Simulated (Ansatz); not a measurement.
Two structures of Si3H7F, closed shell, reached by relaxing down either side of one saddle point (PBE0-D4/def2-TZVP). Energies are electronic, without zero-point energy. Program: Ansatz 0.2.0. Basis: def2-TZVPP and def2-QZVPP. Cores are frozen in the correlated methods. Extrapolation: Hartree–Fock as exp(−7.88 √X), correlation as X^−2.97. First:

```
atom    x (Å)    y (Å)    z (Å)
 Si1  -0.9051  -0.0926  -0.3972
 Si2   0.6746   1.5541  -0.9113
  F3   0.1080   2.5675  -2.0212
  H4   1.0153   2.3513   0.2962
  H5   1.9169   0.9417  -1.4512
  H6  -2.1479   0.5427   0.1224
  H7  -1.2415  -0.8730  -1.6202
 Si8  -0.0069  -1.5171   1.2289
  H9  -0.9819  -2.5779   1.5964
 H10   0.3383  -0.7374   2.4477
 H11   1.2302  -2.1591   0.7094
```

Second:

Si1  (-1.174, -0.053, -0.450)
Si2  (1.137, 1.625, -0.022)
F3  (-0.137, 0.853, -1.426)
H4  (0.947, 3.022, -0.569)
H5  (2.340, 1.274, -0.867)
H6  (-2.026, 0.927, 0.263)
H7  (-1.973, -0.728, -1.507)
Si8  (0.037, -1.487, 0.935)
H9  (-0.638, -2.820, 0.964)
H10  (0.089, -0.942, 2.311)
H11  (1.397, -1.672, 0.368)
(Å)

(1) Which bonds change from the first to the second?

(2) Give the saddle point's structure and its height above each. (An estimate is asked for; the value comes from the calculation.)

T1 diagnostic: at most 0.015.

## Answers

(1) Si₃H₇F ([F][SiH2][SiH2][SiH3]) → Si₂H₅F ([F][SiH2][SiH3]) + SiH₂ (still joined by a long Si–F bond); bonds formed: Si1–F3; bonds broken: Si1–Si2; bonds weakened to dative contacts: Si2–F3.

(2) By the calculation: 226.4 kJ/mol above the first and 12.0 kJ/mol above the second (CCSD(T) at an estimated basis limit (MP2 extrapolated from triple and quadruple zeta, plus CCSD(T) − MP2 in triple zeta)).
Si1  (-1.043, 0.015, -0.390)
Si2  (0.951, 1.599, -0.218)
F3  (-0.111, 0.956, -1.624)
H4  (0.854, 3.068, -0.516)
H5  (2.298, 1.270, -0.791)
H6  (-1.982, 0.919, 0.316)
H7  (-1.800, -0.642, -1.497)
Si8  (0.016, -1.554, 0.961)
H9  (-0.713, -2.853, 1.065)
H10  (0.170, -0.952, 2.310)
H11  (1.359, -1.827, 0.382)
(Å)

Losses and insertions of silylenes and their heavier kin drive the gas-phase chemistry of silicon and germanium vapour deposition.

Labels in which every atom is bracketed show which atoms are joined, not bond orders.

For scale, one of the runs: CCSD(T)/def2-TZVPP, 255 basis functions, launched by `ansatz run in.yaml --threads 4 --pin off --events-out ev --progress --plain --max-ram 9574MiB`. The run took 98 s on 4 CPU threads of an Arm Neoverse V2 (shared host), with 5.1 GiB of host memory at its peak.
